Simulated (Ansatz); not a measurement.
PH3 (SMILES P), charge 0, multiplicity 1, relaxed at each level with Ansatz (a first-principles code); harmonic frequencies from differences of analytic forces, average atomic masses, frozen cores.

| level | P1–H2 (Å) | P1–H3 (Å) | P1–H4 (Å) | H2–P1–H3 (°) | H2–P1–H4 (°) | H3–P1–H4 (°) | dipole (D) |
|---|---|---|---|---|---|---|---|
| HF/def2-TZVPP | 1.4052 | 1.4052 | 1.4052 | 95.5 | 95.5 | 95.5 | 0.72 |
| PBE/def2-TZVPP | 1.4308 | 1.4308 | 1.4308 | 92.3 | 92.3 | 92.3 | 0.64 |
| r2SCAN/def2-TZVPP | 1.4197 | 1.4197 | 1.4197 | 92.8 | 92.8 | 92.8 | 0.70 |
| B3LYP/def2-TZVPP | 1.4181 | 1.4181 | 1.4181 | 93.4 | 93.4 | 93.4 | 0.61 |
| PBE0/def2-TZVPP | 1.4194 | 1.4194 | 1.4194 | 93.1 | 93.1 | 93.1 | 0.68 |
| wB97X-V/def2-TZVPP | 1.4156 | 1.4156 | 1.4156 | 93.7 | 93.7 | 93.7 | 0.70 |
| MP2/cc-pV(T+d)Z | 1.4089 | 1.4089 | 1.4089 | 93.6 | 93.6 | 93.6 | 0.66 |
| CCSD(T)/cc-pV(D+d)Z | 1.4254 | 1.4254 | 1.4254 | 93.4 | 93.4 | 93.4 | 0.64 |
| CCSD(T)/cc-pV(T+d)Z | 1.4156 | 1.4156 | 1.4156 | 93.5 | 93.5 | 93.5 | 0.64 |
